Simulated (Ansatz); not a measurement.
`[CH3][SbH][SeH]` + H–F → `[F][SbH][SeH]` + CH₄ at 298.15 K and 1 bar (ligand exchange at the Sb–C bond).

Gas-phase electronic energies from Ansatz, PBE0-D4/def2-TZVP geometries. CBS: MP2 limit from def2 TZ/QZ plus the TZ coupled-cluster correction, frozen cores. This one scheme is used for every species. def2 core potentials past Kr. For Sb, Se outer-core shells are correlated without core-valence functions, which leaves a few kJ/mol of doubt a bond. Scalar relativity is left out up to krypton. Each species was taken in one conformer, which may not be the lowest.

```json
{"species": "`[CH3][SbH][SeH]`", "CCSD(T)/CBS energy (Eh)": "-2681.79999", "H − E (kJ/mol)": "153.6", "S (J/(mol·K))": "347.3"}
{"species": "H–F", "CCSD(T)/CBS energy (Eh)": "-100.39570", "H − E (kJ/mol)": "33.5", "S (J/(mol·K))": "173.6"}
{"species": "`[F][SbH][SeH]`", "CCSD(T)/CBS energy (Eh)": "-2741.75603", "H − E (kJ/mol)": "60.7", "S (J/(mol·K))": "325.8"}
{"species": "CH₄", "CCSD(T)/CBS energy (Eh)": "-40.46206", "H − E (kJ/mol)": "127.4", "S (J/(mol·K))": "186.2"}
```

H − E and S are ideal-gas, rigid-rotor, harmonic terms from PBE0-D4/def2-TZVP, for one conformer and one mirror image of each species. 1 Eh = 2625.50 kJ/mol, R = 8.31446 J/(mol·K).

Q: By hand: ΔE, ΔH, ΔS and ΔG.

A: ΔE = (-2741.75603) + (-40.46206) − (-2681.79999) − (-100.39570) = -0.02240 Eh = -58.8 kJ/mol. Δ(H − E) = 60.7 + 127.4 − 153.6 − 33.5 = 1.0, so ΔH = -57.8 kJ/mol. ΔS = 325.8 + 186.2 − 347.3 − 173.6 = -8.9 J/(mol·K). ΔG = -57.8 − 298.15 × (-8.9)/1000 = -55.1 kJ/mol.

Q: By hand: the equilibrium constant, and the temperature at which ΔG would vanish if ΔH and ΔS stayed fixed.

A: log₁₀ K = −ΔG/(RT ln 10) = 9.7. ΔG = 0 at ΔH/ΔS = 6494 K, far beyond where these terms or the molecules hold.

The number of gas molecules stays the same, so ΔS is small and ΔH decides. A doubt of 5 kJ/mol in ΔE shifts log₁₀ K by 0.9 here. Other conformers and mirror images would add mixing entropy, several J/(mol·K) or more a flexible species. These are equilibria of isolated gas molecules and say nothing of rates. Largest T1 diagnostic: 0.013 (customary marks: 0.02 for closed shells, 0.045 for open ones).
